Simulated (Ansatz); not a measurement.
C2H8OSn, SMILES `CC[O][SnH3]`. The species carries charge 0 and has multiplicity 1. Sn: def2 effective core potential.

```
atom    x (Å)    y (Å)    z (Å)
  C1  -1.9531  -0.5018  -0.0939
  C2  -0.4717  -0.5182   0.2015
  O3   0.1186   0.6388  -0.3424
 Sn4   2.0535   0.9147  -0.1204
  H5  -2.1245  -0.4776  -1.1720
  H6  -2.4388  -1.3911   0.3166
  H7  -2.4178   0.3831   0.3457
  H8  -0.0218  -1.4291  -0.2250
  H9  -0.3148  -0.5673   1.2911
 H10   2.3735   0.9797   1.5574
 H11   2.3494   2.3851  -0.9173
 H12   2.8475  -0.4163  -0.8413
```

Problem. List the harmonic frequencies (cm⁻¹, unscaled) at PBE0-D4/def2-TZVP in Ansatz. (An estimate is asked.)

Solution. The calculation gave: 51, 83, 147, 259, 314, 498, 500, 639, 690, 697, 712, 814, 933, 1106, 1143, 1174, 1309, 1387, 1418, 1471, 1489, 1514, 1938, 1939, 1984, 2960, 2985, 3051, 3128, 3135.

Problem. Is this a minimum?

Solution. Yes, all 30 modes are real.

Problem. Give the ideal-gas thermochemistry at 298.15 K and 1 bar (rigid rotor, harmonic oscillator; point group Cs, symmetry number 1).

Solution. Zero-point energy 236.1 kJ/mol; H(298) − E = 257.2 kJ/mol; entropy 356.4 J/(mol·K), of which translation 172.7, rotation 110.4, vibration 73.3; G(298) − E = 151.0 kJ/mol. Modes under 100 cm⁻¹ are hindered rotations or soft bends, so the harmonic entropy is rough.

Problem. And at 400, 500, 600, 800 and 1000 K?

Solution. 
```csv
T (K),H − E (kJ/mol),S (J/mol/K),G − E (kJ/mol)
400,269.3,391.1,112.9
500,283.4,422.5,72.2
600,299.4,451.5,28.5
800,335.9,503.8,-67.2
1000,377.0,549.6,-172.6
```
